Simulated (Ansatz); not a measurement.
This geometry of H₄O₂SZn (8 atoms, charge 0, multiplicity 1) is a first-order saddle point.

These are results of RKS BLYP-D4/def2-mTZVP (Ansatz), not measurements.

```xyz
8
Properties=species:S:1:pos:R:3
Zn -0.520 -0.066 -0.543
S 1.695 0.668 0.556
O -1.136 -0.151 -2.254
H 0.502 0.225 1.424
O -0.805 -0.376 1.345
H 2.259 -0.575 0.567
H -0.456 0.174 -2.876
H -1.540 0.100 1.780
```

Which two structures does it join? (They come from a converged band through this point; their orientation in space is the band's.)

Bonds broken: H4–O5. Bonds formed: S2–H4. H4O2SZn becomes H2O2Zn + H2S.

Initial state:

```xyz
8
Properties=species:S:1:pos:R:3
Zn 0.514 0.106 -0.654
S 2.671 0.208 -0.221
O -1.189 0.174 -1.370
H -0.911 0.445 1.819
O -0.789 -0.295 1.192
H 2.527 -0.400 0.995
H -1.275 -0.002 -2.324
H -1.549 -0.237 0.562
```

Final state:

```xyz
8
Properties=species:S:1:pos:R:3
Zn -0.825 -0.085 -0.465
S 1.764 0.680 0.455
O -0.919 -0.170 -2.276
H 1.011 0.467 1.576
O -1.123 -0.161 1.339
H 2.267 -0.588 0.465
H -0.134 0.253 -2.675
H -2.040 -0.395 1.579
```

How far does it lie above each of them?

0.98 eV above the first and 0.19 eV above the second. This is the barrier of this one path; another mechanism may lie lower. The orbitals stay closed-shell, which can raise the energy where a bond breaks towards radicals; this wasn't checked here.

Time of the run: 2.1 min on 2 threads of Arm Neoverse V1, on a shared host, peak memory 0.16 GiB.
